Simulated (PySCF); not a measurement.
Numbering as in the mapped SMILES `[F:1][Si@@H:2]1[CH2:3][CH2:4][C@H:5]1[Cl:6]` (H(Xn): hydrogen on atom n). Ha(C3), Ha(C4) are cis to F1 on the ring; Hb(C3), Hb(C4) are trans to F1 on the ring.

Geometry: PBE0-D3(BJ)/def2-SVP; GIAO absolute shieldings from PySCF, gas phase, non-relativistic, averaged over equivalent atoms.

At PBE0/def2-SVP (122 basis functions, 11 s wall time on 1 thread of an Arm Neoverse V1, shared host):
```json
{"atoms": "F1", "σ (ppm)": "341.4"}
{"atoms": "Si2", "σ (ppm)": "398.0"}
{"atoms": "C5", "σ (ppm)": "146.9"}
{"atoms": "C4", "σ (ppm)": "170.6"}
{"atoms": "C3", "σ (ppm)": "181.5"}
{"atoms": "Cl6", "σ (ppm)": "877.2"}
{"atoms": "H(Si2)", "σ (ppm)": "26.23"}
{"atoms": "H(C5)", "σ (ppm)": "28.14"}
{"atoms": "Ha(C4)", "σ (ppm)": "29.06"}
{"atoms": "Hb(C4)", "σ (ppm)": "30.22"}
{"atoms": "Hb(C3)", "σ (ppm)": "30.24"}
{"atoms": "Ha(C3)", "σ (ppm)": "30.48"}
```

**Question.** What do these become at LC-wPBE/pcSseg-1?

**Answer.** 
```tsv
atoms	σ at LC-wPBE/pcSseg-1	change
F1	346.5	+5.1
Si2	337.3	-60.7
C5	142.5	-4.4
C4	166.3	-4.3
C3	175.3	-6.2
Cl6	856.5	-20.7
H(Si2)	26.28	+0.05
H(C5)	28.10	-0.04
Ha(C4)	28.90	-0.16
Hb(C4)	30.10	-0.12
Hb(C3)	30.14	-0.10
Ha(C3)	30.26	-0.22
```

The largest change is at Si2 (silicon bonded to 2 C, F, H, in a 4-membered ring). Cost: 146 basis functions, 25 s wall time on 1 thread of an Arm Neoverse V1, shared host. The order of the carbon signals is the same at both levels.

Carbons that carry Cl, above all several Cl atoms, come out too deshielded, partly because spin–orbit coupling is missing.
